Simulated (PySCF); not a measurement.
Vertical excitations of a molecule C2H6BClO from TDDFT-LC-ωPBE/def2-SVPD (PySCF 2.14.0), as energy in eV (oscillator strength): 7.49 (0.001), 8.00 (0.000), 8.32 (0.195), 8.75 (0.066), 8.81 (0.050), 9.11 (0.011), 9.49 (0.122), 9.52 (0.043), 9.72 (0.009), 9.81 (0.000). Lowest triplet (TDA): 7.05 eV. Geometry: B3LYP-D3(BJ)/def2-SVP. The values are those of a single conformer.

**Question.** Which structure fits?
(A) CCB(O)Cl
(B) COB(C)Cl
(C) CCOBCl

**Answer.** B, COB(C)Cl
